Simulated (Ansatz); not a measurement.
**Worked example: Cu(CH3)(NH3) + Mg(NH2)2 → Cu(NH2)(NH3) + Mg(CH3)(NH2)**

Gas-phase species: Cu(CH3)(NH3), singlet; Mg(NH2)2, singlet; Cu(NH2)(NH3), singlet; Mg(CH3)(NH2), singlet. The partners trade CH3 for NH2: Cu–CH3 and Mg–NH2 bonds give way to Cu–NH2 and Mg–CH3.

Shapes, held fixed at every level: PBE0-D4/def2-TZVP. Flexible molecules stand in one conformer, not always the lowest. Programs: Ansatz 0.2.0. Electronic energies: no zero-point or thermal term.

At wB97M-V/def2-TZVPP; 1 Eh = 2625.50 kJ/mol:

| species | energy (Eh) |
| --- | --- |
| Cu(CH3)(NH3) | -1736.905771 |
| Mg(NH2)2 | -312.018584 |
| Cu(NH2)(NH3) | -1752.974872 |
| Mg(CH3)(NH2) | -295.932152 |

Question: Work out ΔE of the reaction at this level.

Answer: 
1. Products less reactants: (-1752.974872) + (-295.932152) − [(-1736.905771) + (-312.018584)] = 0.017331 Eh = +45.5 kJ/mol.

Other levels give +41.7 (PBE-D4/def2-TZVPP) to +65.9 kJ/mol (HF/def2-SVP). No measured value is set beside it here. Relativity is left out for Cu.
